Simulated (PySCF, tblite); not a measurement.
C5H7NOS.
Numbering: `[CH3:1][S:2]/[CH:3]=[CH:4]/[O:5][CH2:6][C:7]#[N:8]` (hydrogens: H9, H10, H11 on C1; H12 on C3; H13 on C4; H14, H15 on C6)

Computed with GFN2-xTB (tblite), gas phase: nudged elastic band of 9 images (0 to 8), spring 0.2 eV/Å², climbing image at the end, force threshold 0.05 eV/Å. The top image wasn't refined or checked by frequencies; at this threshold it can lie a kcal/mol or more above the true saddle point of the method.

Path: rotation about C6–O5 (sp3 carbon bound to oxygen, ether oxygen), followed by the dihedral C7–C6–O5–C4.

Image 0 (start, dihedral 176°):
```
atom  x, y, z in Å
C1     -3.142    0.368   -0.389
S2     -2.206   -1.033    0.300
C3     -0.570   -0.434    0.035
C4      0.436   -1.273   -0.184
O5      1.754   -0.984   -0.331
C6      2.131    0.373   -0.234
C7      3.575    0.472   -0.326
N8      4.709    0.569   -0.395
H9     -4.192    0.133   -0.257
H10    -2.914    0.475   -1.445
H11    -2.894    1.276    0.155
H12    -0.473    0.637    0.114
H13     0.280   -2.339   -0.250
H14     1.688    0.965   -1.051
H15     1.814    0.801    0.731
```

Image 8 (end, -0.094 eV, dihedral -65°):
```
atom  x, y, z in Å
C1     -2.731    0.498   -0.980
S2     -2.162   -0.864    0.083
C3     -0.452   -0.457    0.139
C4      0.480   -1.389    0.301
O5      1.825   -1.211    0.419
C6      2.315    0.112    0.427
C7      2.110    0.814   -0.828
N8      1.937    1.360   -1.816
H9     -3.799    0.369   -1.111
H10    -2.225    0.440   -1.940
H11    -2.528    1.448   -0.495
H12    -0.249    0.598    0.046
H13     0.234   -2.437    0.377
H14     1.850    0.699    1.236
H15     3.391    0.028    0.613
```

Problem. What do the inner images look like?

Solution. 
Image 1: +0.007 eV, dihedral -171°
```
atom  x, y, z in Å
C1     -3.125    0.372   -0.465
S2     -2.227   -1.035    0.262
C3     -0.579   -0.438    0.074
C4      0.432   -1.275   -0.133
O5      1.754   -0.992   -0.244
C6      2.140    0.360   -0.112
C7      3.540    0.492   -0.464
N8      4.638    0.616   -0.750
H9     -4.184    0.159   -0.362
H10    -2.863    0.460   -1.515
H11    -2.878    1.283    0.075
H12    -0.481    0.629    0.191
H13     0.271   -2.339   -0.225
H14     1.558    1.008   -0.785
H15     1.999    0.706    0.925
```

Image 2: +0.035 eV, dihedral -157°
```
atom  x, y, z in Å
C1     -3.097    0.384   -0.542
S2     -2.246   -1.035    0.219
C3     -0.588   -0.447    0.107
C4      0.428   -1.283   -0.073
O5      1.755   -1.008   -0.141
C6      2.162    0.337    0.013
C7      3.461    0.522   -0.605
N8      4.470    0.695   -1.109
H9     -4.161    0.180   -0.489
H10    -2.785    0.472   -1.579
H11    -2.868    1.292    0.010
H12    -0.496    0.619    0.240
H13     0.268   -2.346   -0.180
H14     1.464    1.028   -0.480
H15     2.229    0.598    1.081
```

Image 3: +0.066 eV, dihedral -142°
```
atom  x, y, z in Å
C1     -3.059    0.399   -0.617
S2     -2.259   -1.030    0.180
C3     -0.595   -0.456    0.127
C4      0.426   -1.294   -0.014
O5      1.757   -1.029   -0.031
C6      2.194    0.307    0.128
C7      3.334    0.562   -0.732
N8      4.212    0.790   -1.425
H9     -4.127    0.208   -0.609
H10    -2.702    0.482   -1.639
H11    -2.844    1.305   -0.057
H12    -0.509    0.610    0.259
H13     0.268   -2.357   -0.125
H14     1.415    1.028   -0.150
H15     2.484    0.481    1.176
```

Image 4 (top): +0.076 eV, dihedral -126°
```
atom  x, y, z in Å
C1     -3.015    0.416   -0.687
S2     -2.260   -1.016    0.146
C3     -0.590   -0.461    0.131
C4      0.430   -1.306    0.040
O5      1.763   -1.056    0.086
C6      2.225    0.275    0.228
C7      3.159    0.609   -0.832
N8      3.879    0.889   -1.672
H9     -4.084    0.237   -0.717
H10    -2.617    0.487   -1.695
H11    -2.809    1.324   -0.126
H12    -0.503    0.608    0.245
H13     0.269   -2.370   -0.062
H14     1.411    1.006    0.190
H15     2.737    0.367    1.197
```

Image 5: +0.048 eV, dihedral -109°
```
atom  x, y, z in Å
C1     -2.959    0.436   -0.757
S2     -2.245   -0.991    0.120
C3     -0.568   -0.460    0.128
C4      0.441   -1.322    0.095
O5      1.774   -1.089    0.201
C6      2.251    0.239    0.313
C7      2.932    0.662   -0.897
N8      3.469    0.993   -1.849
H9     -4.028    0.266   -0.818
H10    -2.527    0.487   -1.752
H11    -2.761    1.350   -0.203
H12    -0.466    0.611    0.209
H13     0.269   -2.386    0.012
H14     1.448    0.953    0.525
H15     2.967    0.259    1.145
```

Image 6: -0.005 eV, dihedral -94°
```
atom  x, y, z in Å
C1     -2.891    0.457   -0.827
S2     -2.216   -0.954    0.101
C3     -0.531   -0.454    0.129
C4      0.457   -1.341    0.152
O5      1.790   -1.126    0.295
C6      2.269    0.201    0.379
C7      2.674    0.713   -0.918
N8      3.001    1.094   -1.944
H9     -3.960    0.293   -0.913
H10    -2.433    0.482   -1.811
H11    -2.701    1.382   -0.289
H12    -0.402    0.615    0.173
H13     0.265   -2.403    0.096
H14     1.525    0.879    0.817
H15     3.149    0.170    1.032
```

Image 7: -0.060 eV, dihedral -80°
```
atom  x, y, z in Å
C1     -2.815    0.478   -0.901
S2     -2.182   -0.910    0.088
C3     -0.487   -0.447    0.138
C4      0.473   -1.361    0.213
O5      1.810   -1.166    0.368
C6      2.288    0.161    0.422
C7      2.398    0.757   -0.898
N8      2.484    1.194   -1.949
H9     -3.883    0.321   -1.006
H10    -2.334    0.469   -1.875
H11    -2.626    1.417   -0.387
H12    -0.324    0.619    0.144
H13     0.257   -2.419    0.191
H14     1.649    0.796    1.055
H15     3.287    0.099    0.868
```

The largest changes of bonds and angles from start to top: C6–H14 1.102 → 1.095 Å, O5–C6 1.412 → 1.416 Å, C6–H15 1.102 → 1.100 Å, C4–O5–C6 117.2 → 119.8°, O5–C6–H15 110.9 → 108.6°, O5–C6–C7 109.1 → 110.7°. GFN2-xTB torsional profiles can miss by a kcal/mol or more and can put conformers in the wrong order.

Problem. What do single points at PBE0/pcSseg-1 (PySCF, no dispersion term) give on some images?

Solution. 
```
image  GFN2-xTB E (eV)  DFT E (eV)  HOMO (eV)  LUMO (eV)  dipole (D)
    0            0.000       0.000      -6.21      -0.07        4.39
    2            0.035       0.049      -6.20      -0.08        3.97
    4            0.076       0.124      -6.15      -0.09        3.45
    6           -0.005       0.034      -6.14      -0.05        2.85
    8           -0.094      -0.024      -6.06      -0.09        2.11
```

Energies count from image 0 at each level. At the GFN2-xTB top the DFT energy is 2.8 kcal/mol against 1.8; the geometries weren't optimised at the DFT level.

What follows is the cost of the whole band run. Hardware: an Arm Neoverse N1 with one thread, on a shared host. Cost: 4.7 s wall, 0.18 GiB resident at most.
